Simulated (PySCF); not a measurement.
**The Ta–F bond energy of TaF₄**

Level of theory: PySCF, B3LYP, basis Ta def2-SVP with ECP60, F def2-SVP (scalar-relativistic core potentials, no spin–orbit coupling, density fitting).

Each entry is the lowest minimum that a search over a few typed start shapes (and spin states, where more than one is plausible) found, or that minimum re-optimised at the stated level; isomers with ligand–ligand bonds, or fragments after loss of a ligand pair, can lie lower.

Total energies (Eh), which compare only within these settings: F atom -99.64047.

| species | 2S+1 | group | E (Eh) | ZPE (kJ/mol) |
| --- | --- | --- | --- | --- |
| TaF₃ | 1 | D3h | -356.49062 | 15.9 |
| TaF₄ | 2 | D2d | -456.34650 | 21.8 |

What are De and D0 for TaF₄ → TaF₃ + F?

De = [(-356.49062) + (-99.64047) − (-456.34650)] × 2625.5 = 566 kJ/mol. The zero-point energy changes by -5.9 kJ/mol, so D0 = 560 kJ/mol.

Atoms and open shells are unrestricted, without spin–orbit or basis-set superposition corrections.

One determinant describes each species, so states of open d or f shells may be missed.

Spin–orbit coupling can matter for elements this heavy.
